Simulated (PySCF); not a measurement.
PySCF input file for C₂H₉ClSi₃, SMILES C=C(Cl)[SiH2][SiH2][SiH3], TDA-PBE0/def2-SVPD. Coordinates come from a B3LYP-D3(BJ)/def2-SVP optimisation. The structure was generated by enumeration, and PubChem lists no compound with its InChIKey, so it may never have been made. One conformer was computed; it need not be the lowest.

```python
import numpy as np
from pyscf import gto, scf, dft, tdscf

mol = gto.M(
    atom='''
    C     2.94910139   -0.46961132    0.05772648
    C     1.75563948    0.12541512    0.14229958
    Cl    1.18472664    1.14367511   -1.18860033
    Si    0.51671950   -0.02220890    1.55837095
    Si   -1.45161305   -1.03177282    0.76114836
    Si   -2.31267423    0.06393772   -1.13623884
    H     3.30057596   -1.09747638    0.88126561
    H     3.60150285   -0.35224174   -0.81235672
    H     1.15620450   -0.82774764    2.64063121
    H     0.20930346    1.34421796    2.07117969
    H    -1.16196869   -2.46096728    0.43051463
    H    -2.46976761   -1.00732223    1.85703843
    H    -2.31320449    1.53965241   -0.92381691
    H    -1.50522191   -0.27027879   -2.34189936
    H    -3.72027364   -0.38452002   -1.36243393
    ''',
    basis='def2-SVPD',
    charge=0,
    spin=0,
    max_memory=1600,
    verbose=4,
)
mf = dft.RKS(mol, xc='pbe0').density_fit(auxbasis='def2-universal-jkfit')
mf.grids.level = 3
mf.conv_tol = 1e-9
mf.max_cycle = 100
mf.kernel()
mf.grids = dft.Grids(mol).set(level=1).build(with_non0tab=True)  # coarser grid for the response kernel
td = tdscf.TDA(mf)
td.singlet = True
td.nstates = 6
td.conv_tol = 1e-4
td.positive_eig_threshold = 1e-6
td.kernel(x0=td.get_init_guess(mf, 11))
td.analyze()
tt = tdscf.TDA(mf)
tt.singlet = False
tt.nstates = 2
tt.conv_tol = 1e-4
tt.positive_eig_threshold = 1e-6
tt.kernel(x0=tt.get_init_guess(mf, 7))
tt.analyze(verbose=3)
```

It prints:

```
PySCF version 2.14.0

[INPUT] verbose = 4
[INPUT] num. atoms = 15
[INPUT] num. electrons = 80
[INPUT] charge = 0
[INPUT] spin (= nelec alpha-beta = 2S) = 0
[INPUT] symmetry False subgroup None
[INPUT] Mole.unit = angstrom
[INPUT] Symbol           X                Y                Z      unit          X                Y                Z       unit  Magmom
[INPUT]  1 C      2.949101390000  -0.469611320000   0.057726480000 AA    5.572993940674  -0.887436779795   0.109087237335 Bohr   0.0
[INPUT]  2 C      1.755639480000   0.125415120000   0.142299580000 AA    3.317677790674   0.237000228679   0.268907233841 Bohr   0.0
[INPUT]  3 Cl     1.184726640000   1.143675110000  -1.188600330000 AA    2.238808882076   2.161232733382  -2.246129095268 Bohr   0.0
[INPUT]  4 Si     0.516719500000  -0.022208900000   1.558370950000 AA    0.976458338222  -0.041968738528   2.944894295978 Bohr   0.0
[INPUT]  5 Si    -1.451613050000  -1.031772820000   0.761148360000 AA   -2.743151103345  -1.949768052570   1.438361940562 Bohr   0.0
[INPUT]  6 Si    -2.312674230000   0.063937720000  -1.136238840000 AA   -4.370320910039   0.120824779829  -2.147180219694 Bohr   0.0
[INPUT]  7 H      3.300575960000  -1.097476380000   0.881265610000 AA    6.237184617723  -2.073929786379   1.665350645898 Bohr   0.0
[INPUT]  8 H      3.601502850000  -0.352241740000  -0.812356720000 AA    6.805854023341  -0.665640418240  -1.535131716250 Bohr   0.0
[INPUT]  9 H      1.156204500000  -0.827747640000   2.640631210000 AA    2.184909848990  -1.564216339855   4.990069782879 Bohr   0.0
[INPUT] 10 H      0.209303460000   1.344217960000   2.071179690000 AA    0.395526216324   2.540203796122   3.913962368862 Bohr   0.0
[INPUT] 11 H     -1.161968690000  -2.460967280000   0.430514630000 AA   -2.195802589420  -4.650554160716   0.813554743318 Bohr   0.0
[INPUT] 12 H     -2.469767610000  -1.007322230000   1.857038430000 AA   -4.667184374222  -1.903563133886   3.509294035492 Bohr   0.0
[INPUT] 13 H     -2.313204490000   1.539652410000  -0.923816910000 AA   -4.371322956214   2.909521381927  -1.745760949142 Bohr   0.0
[INPUT] 14 H     -1.505221910000  -0.270278790000  -2.341899360000 AA   -2.844457166595  -0.510752890379  -4.425548401694 Bohr   0.0
[INPUT] 15 H     -3.720273640000  -0.384520020000  -1.362433930000 AA   -7.030298288039  -0.726637527212  -2.574626990515 Bohr   0.0

nuclear repulsion = 486.031705212962
number of shells = 93
number of NR pGTOs = 321
number of NR cGTOs = 211
basis = def2-SVPD
ecp = {}


[settings echo left out]
init E= -1409.2295841056
  HOMO = -0.287995206636879  LUMO = -0.0872342285960119  gap/eV = 5.46298
cycle= 1 E= -1409.17888896707  delta_E= 0.0507  |g|= 0.243  |ddm|= 4.83
  HOMO = -0.262590564807952  LUMO = -0.0272597512603867  gap/eV = 6.40368
cycle= 2 E= -1409.17588084779  delta_E= 0.00301  |g|= 0.274  |ddm|= 0.855
  HOMO = -0.276025330484069  LUMO = -0.033563782860516  gap/eV = 6.59771
cycle= 3 E= -1409.19396697662  delta_E= -0.0181  |g|= 0.0829  |ddm|= 0.497
  HOMO = -0.281040725110164  LUMO = -0.0379785764748952  gap/eV = 6.61406
cycle= 4 E= -1409.19579239751  delta_E= -0.00183  |g|= 0.022  |ddm|= 0.165
  HOMO = -0.279409444142113  LUMO = -0.0357124731390206  gap/eV = 6.63133
cycle= 5 E= -1409.19593178583  delta_E= -0.000139  |g|= 0.00434  |ddm|= 0.0515
  HOMO = -0.27968914211966  LUMO = -0.0361689894598674  gap/eV = 6.62652
cycle= 6 E= -1409.19593748877  delta_E= -5.7e-06  |g|= 0.00159  |ddm|= 0.013
  HOMO = -0.279620097922931  LUMO = -0.0360286352142918  gap/eV = 6.62846
cycle= 7 E= -1409.19593817122  delta_E= -6.82e-07  |g|= 0.000435  |ddm|= 0.00336
  HOMO = -0.279635374732541  LUMO = -0.0360544954287274  gap/eV = 6.62817
cycle= 8 E= -1409.195938228  delta_E= -5.68e-08  |g|= 5.21e-05  |ddm|= 0.000928
  HOMO = -0.279628772245962  LUMO = -0.0360445235122047  gap/eV = 6.62827
cycle= 9 E= -1409.19593822896  delta_E= -9.59e-10  |g|= 1.64e-05  |ddm|= 0.000153
  HOMO = -0.279630838541202  LUMO = -0.0360474139837912  gap/eV = 6.62824
Extra cycle  E= -1409.19593822896  delta_E= -1.36e-12  |g|= 1.7e-05  |ddm|= 6.63e-05
converged SCF energy = -1409.19593822896
tot grids = 58160
Overwritten attributes  positive_eig_threshold  of <class 'pyscf.tdscf.rks.TDA'>


******** <class 'pyscf.tdscf.rks.TDA'> for <class 'pyscf.df.df_jk.DFRKS'> ********
nstates = 6 singlet
deg_eia_thresh = 1.000e-03
wfnsym = None
conv_tol = 0.0001
eigh lindep = 1e-12
eigh level_shift = 0
eigh max_cycle = 100


Excitation energies (eV)
[6.00549646 6.25244027 6.31022454 6.38646126 6.52533017 6.71873166]

** Singlet excitation energies and oscillator strengths **
Excited State   1:      6.00550 eV    206.45 nm  f=0.1120
      38 -> 41       -0.15727
      39 -> 41       -0.39761
      40 -> 41       -0.49830
      40 -> 42        0.16747
      40 -> 43       -0.12012
Excited State   2:      6.25244 eV    198.30 nm  f=0.0538
      37 -> 41        0.10857
      38 -> 41       -0.15728
      39 -> 41        0.25901
      40 -> 42        0.51005
      40 -> 43       -0.24277
      40 -> 45       -0.18942
Excited State   3:      6.31022 eV    196.48 nm  f=0.0012
      37 -> 41       -0.36756
      38 -> 41        0.52779
      40 -> 41       -0.11819
      40 -> 42        0.15320
      40 -> 43       -0.14339
Excited State   4:      6.38646 eV    194.14 nm  f=0.0117
      39 -> 41       -0.11607
      39 -> 43        0.10827
      40 -> 42       -0.34445
      40 -> 43       -0.41008
      40 -> 44        0.14166
      40 -> 45       -0.33888
      40 -> 48        0.10292
Excited State   5:      6.52533 eV    190.00 nm  f=0.2412
      31 -> 41       -0.10450
      39 -> 41       -0.47622
      40 -> 41        0.38968
      40 -> 42        0.20276
Excited State   6:      6.71873 eV    184.54 nm  f=0.0688
      37 -> 41        0.15287
      38 -> 41        0.11267
      39 -> 43       -0.16356
      39 -> 44       -0.11055
      40 -> 41        0.14180
      40 -> 43       -0.39652
      40 -> 44       -0.30958
      40 -> 45        0.34581

** Transition electric dipole moments (AU) **
state          X           Y           Z        Dip. S.      Osc.
  1        -0.8592      0.0692      0.1363      0.7616      0.1120
  2         0.5425      0.0844      0.2225      0.3509      0.0538
  3        -0.0257      0.0823      0.0204      0.0078      0.0012
  4        -0.1415     -0.0870     -0.2171      0.0747      0.0117
  5         1.1546     -0.4015      0.1208      1.5088      0.2412
  6         0.6420      0.0181     -0.0735      0.4180      0.0688

** Transition velocity dipole moments (imaginary part, AU) **
state          X           Y           Z        Dip. S.      Osc.
  1        -0.0886     -0.0101      0.0064      0.0080      0.0241
  2         0.0670     -0.0220      0.0093      0.0051      0.0147
  3        -0.0079     -0.0363     -0.0160      0.0016      0.0047
  4        -0.0537     -0.0438     -0.0454      0.0069      0.0195
  5         0.1229      0.0001      0.0030      0.0151      0.0420
  6         0.0917      0.0285      0.0083      0.0093      0.0251

** Transition magnetic dipole moments (imaginary part, AU) **
state          X           Y           Z
  1        -0.2663      0.5758      0.0500
  2         0.1226     -0.6013      0.1611
  3         0.3768     -0.6324      0.5138
  4         0.0380      0.1834      0.0527
  5         0.0208     -0.3733      0.0188
  6         0.2145     -0.3487      0.0186


******** <class 'pyscf.tdscf.rks.TDA'> for <class 'pyscf.df.df_jk.DFRKS'> ********
nstates = 2 triplet
deg_eia_thresh = 1.000e-03
wfnsym = None
conv_tol = 0.0001
eigh lindep = 1e-12
eigh level_shift = 0
eigh max_cycle = 100


Excitation energies (eV)
[3.86979467 5.62048477]

** Triplet excitation energies and oscillator strengths **
Excited State   1:      3.86979 eV    320.39 nm  f=0.0000
Excited State   2:      5.62048 eV    220.59 nm  f=0.0000
```

Self-consistency was reached.

Cost: roughly 5 core-minutes.
